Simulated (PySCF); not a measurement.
A calculated (M06, PySCF 2.14, cc-pVDZ-X2C, the spin-free X2C one-electron Hamiltonian (Gaussian nucleus)) atom or ion has these occupied shells.

```json
{"shell": "1s α", "electrons": "1", "orbital energy (eV)": "-43429.2", "rms radius, mean of both spins (bohr)": "0.0269"}
{"shell": "1s β", "electrons": "1", "orbital energy (eV)": "-43429.2", "rms radius, mean of both spins (bohr)": "0.0269"}
{"shell": "2s α", "electrons": "1", "orbital energy (eV)": "-7068.0", "rms radius, mean of both spins (bohr)": "0.109"}
{"shell": "2s β", "electrons": "1", "orbital energy (eV)": "-7067.9", "rms radius, mean of both spins (bohr)": "0.109"}
{"shell": "2p α", "electrons": "3", "orbital energy (eV)": "-6322.5", "rms radius, mean of both spins (bohr)": "0.0978"}
{"shell": "2p β", "electrons": "3", "orbital energy (eV)": "-6322.5", "rms radius, mean of both spins (bohr)": "0.0978"}
{"shell": "3s α", "electrons": "1", "orbital energy (eV)": "-1554.0", "rms radius, mean of both spins (bohr)": "0.284"}
{"shell": "3s β", "electrons": "1", "orbital energy (eV)": "-1552.9", "rms radius, mean of both spins (bohr)": "0.284"}
{"shell": "3p α", "electrons": "3", "orbital energy (eV)": "-1316.1", "rms radius, mean of both spins (bohr)": "0.284"}
{"shell": "3p β", "electrons": "3", "orbital energy (eV)": "-1314.9", "rms radius, mean of both spins (bohr)": "0.284"}
{"shell": "3d α", "electrons": "5", "orbital energy (eV)": "-983.29", "rms radius, mean of both spins (bohr)": "0.262"}
{"shell": "3d β", "electrons": "5", "orbital energy (eV)": "-982.15", "rms radius, mean of both spins (bohr)": "0.262"}
{"shell": "4s α", "electrons": "1", "orbital energy (eV)": "-320.57", "rms radius, mean of both spins (bohr)": "0.644"}
{"shell": "4s β", "electrons": "1", "orbital energy (eV)": "-317.57", "rms radius, mean of both spins (bohr)": "0.644"}
{"shell": "4p α", "electrons": "3", "orbital energy (eV)": "-241.96", "rms radius, mean of both spins (bohr)": "0.685"}
{"shell": "4p β", "electrons": "3", "orbital energy (eV)": "-238.68", "rms radius, mean of both spins (bohr)": "0.685"}
{"shell": "4d α", "electrons": "5", "orbital energy (eV)": "-128.98", "rms radius, mean of both spins (bohr)": "0.762"}
{"shell": "4d β", "electrons": "5", "orbital energy (eV)": "-124.90", "rms radius, mean of both spins (bohr)": "0.762"}
{"shell": "5s α", "electrons": "1", "orbital energy (eV)": "-49.574", "rms radius, mean of both spins (bohr)": "1.58"}
{"shell": "5s β", "electrons": "1", "orbital energy (eV)": "-47.421", "rms radius, mean of both spins (bohr)": "1.58"}
{"shell": "5p α", "electrons": "3", "orbital energy (eV)": "-30.036", "rms radius, mean of both spins (bohr)": "1.85"}
{"shell": "5p β", "electrons": "3", "orbital energy (eV)": "-28.524", "rms radius, mean of both spins (bohr)": "1.85"}
{"shell": "4f α", "electrons": "4", "orbital energy (eV)": "-10.896", "rms radius, mean of both spins (bohr)": "1.24"}
{"shell": "6s α", "electrons": "1", "orbital energy (eV)": "-9.048", "rms radius, mean of both spins (bohr)": "4.28"}
```

Name the element and its charge.

Nd⁺ (neodymium, charge +1), in [Xe] 4f4 6s1, one real determinant.
